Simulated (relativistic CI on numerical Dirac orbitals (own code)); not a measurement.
## Cr⁴⁺ (3d2) in a crystal field

Calculated by Dirac-Coulomb-Breit CI, orbitals from a KLI potential per configuration, model QED, valence Slater integrals scaled by 0.7, one configuration in a parametric crystal field (own radial code).

Field parameters in Wybourne normalisation: D4h B²₀ = −7Ds, B⁴₀ = 21(Dq − Dt), B⁴₄ = 21√(5/14) Dq. The field is a parameter set, without covalency.

S is read from ⟨S²⟩ = S(S + 1).

Levels (cm⁻¹, degeneracy): 0 (1), 58 (2), 672 (1), 710 (1), 925 (2), 1006 (1), 1126 (1), 6810 (2), 6839 (1), 11411 (1), 12086 (1), 12153 (2).

(1) Which field gives this pattern?
A. D4h, 10Dq = 9300, Ds = -950, Dt = 900 cm⁻¹
B. D4h, 10Dq = 18150, Ds = 1380, Dt = 140 cm⁻¹
C. D4h, 10Dq = 19500, Ds = 2260, Dt = 1040 cm⁻¹
D. D4h, 10Dq = 23700, Ds = 2280, Dt = 30 cm⁻¹

Results:

(1) C. D4h, 10Dq = 19500, Ds = 2260, Dt = 1040 cm⁻¹, ground level with S = 1.00.
